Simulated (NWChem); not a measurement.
System: GeSiH$_{6}$O$_{2}$; SMILES [GeH3][O][SiH2]O

The following NWChem deck was run.

```
start job
memory heap 200 mb stack 900 mb global 1100 mb
geometry units angstroms noautoz
  O      0.872669    -2.282499     0.383496
  Si    -0.577484    -1.662992    -0.140721
  O     -0.432462    -0.113015    -0.694390
  Ge     0.034615     1.441840     0.040717
  H      1.538662    -2.449508    -0.289838
  H     -1.120175    -2.456153    -1.279854
  H     -1.460821    -1.720831     1.054947
  H     -0.719600     2.524093    -0.744164
  H      1.556756     1.607621    -0.107181
  H     -0.376847     1.434964     1.525234
end
basis spherical
  * library 3-21g
end
dft
  xc xpbe96 cpbe96
  iterations 150
  mulliken
end
task dft energy
```

The geometry was optimised at PBE0/def2-SVP.

Question: Predict the main results of this run. (PBE/3-21G.) Quantities: basis functions; energy (Ha); highest occupied level (eV); orbital gap (eV); dipole (D).

Answer: 
```json
{
  "number_of_basis_functions": "65",
  "energy (Ha)": "-2507.53",
  "highest occupied level (eV)": "-6.55",
  "orbital gap (eV)": "6.30",
  "dipole (D)": "1.37"
}
```
